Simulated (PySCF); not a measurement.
Molecule: `InChI=1S/C6H14O/c1-2-3-4-5-6-7/h7H,2-6H2,1H3`.

Geometry:
```csv
atom,x (Å),y (Å),z (Å)
C1,-3.484,-0.039,0.176
C2,-2.126,0.544,-0.176
C3,-0.962,-0.362,0.201
C4,0.403,0.214,-0.149
C5,1.564,-0.693,0.229
C6,2.926,-0.113,-0.112
O7,3.988,-0.979,0.185
H8,-3.569,-0.228,1.259
H9,-4.305,0.637,-0.108
H10,-3.652,-1.000,-0.337
H11,-2.082,0.757,-1.259
H12,-2.000,1.521,0.323
H13,-1.084,-1.341,-0.298
H14,-1.002,-0.575,1.284
H15,0.442,0.425,-1.233
H16,0.523,1.193,0.349
H17,1.467,-1.670,-0.274
H18,1.526,-0.903,1.315
H19,2.983,0.086,-1.195
H20,3.045,0.871,0.389
H21,3.957,-1.170,1.128
```

Geometry PBE0-D3(BJ)/def2-SVP throughout; GIAO in PySCF 2.14.0 with density-fitted response routines, gas phase, one conformer, non-relativistic; equivalent atoms averaged; functional PBE0.

For orientation, 6-31G* gives these shifts δ (against TMS at the same level): C6 61.7, C3 33.3, C4 27.0, C2 25.0, H19/H20 3.56, H11/H12 1.39, H17/H18 1.46, H8/H9/H10 0.98, H13/H14 1.34 ppm.

A run gave: C6 68.7, C3 35.6, C4 28.7, C2 25.8, H19/H20 3.81, H11/H12 1.19, H17/H18 1.40, H8/H9/H10 1.12, H13/H14 1.13 ppm (shifts δ (against TMS at the same level)).

Problem. Which basis set was used in that run?
A. def2-TZVP
B. aug-cc-pVDZ
C. pcSseg-0
D. STO-3G
E. 6-311+G(2d,p)

Solution. C. H19/H20 tells them apart best: pcSseg-0 gives 3.81, aug-cc-pVDZ gives 3.54, STO-3G gives 1.83, def2-TZVP gives 3.46, 6-311+G(2d,p) gives 3.47 ppm.
